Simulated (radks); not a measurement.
Q: The cobalt ion Co2+, configuration [Ar] 3d7 (the NIST ground configuration). Method: scalar-relativistic Kohn-Sham, BP86, spin-polarised, spherical densities, point nucleus; open shells are filled with parallel spins first; computed with a radial shooting solver on a logarithmic mesh with Libxc functionals. Some entries of the table are withheld. Estimate them.

| orbital | occ. | eigenvalue (eV) | <r^2> (bohr^2) |
|---|---|---|---|
| 1s down | 1 | -7614.635 | 0.004245 |
| 1s up | 1 | -7614.629 | 0.004245 |
| 2s up | 1 | -918.5499 | 0.07711 |
| 2s down | 1 | -917.0329 | 0.07694 |
| 2p up | 3 | -789.3012 | 0.06223 |
| 2p down | 3 | -788.1540 | 0.06205 |
| 3s up | 1 | -122.8312 | 0.6912 |
| 3s down | 1 | -119.5860 | 0.6951 |
| 3p up | 3 | -86.0731 | 0.7840 |
| 3p down | 3 | -82.8935 | 0.7917 |
| 3d up | 5 | (1) | (2) |
| 3d down | 2 | (3) | (4) |
| 4s up | 0 | -21.2177 | 6.399 |
| 4s down | 0 | -20.1471 | 6.766 |
| 4p up | 0 | -14.7008 | 9.370 |
| 4p down | 0 | -13.9652 | 10.09 |

A: 
(1) 3d up eigenvalue (eV): -28.3528
(2) 3d up <r^2> (bohr^2): 1.314
(3) 3d down eigenvalue (eV): -25.4159
(4) 3d down <r^2> (bohr^2): 1.415
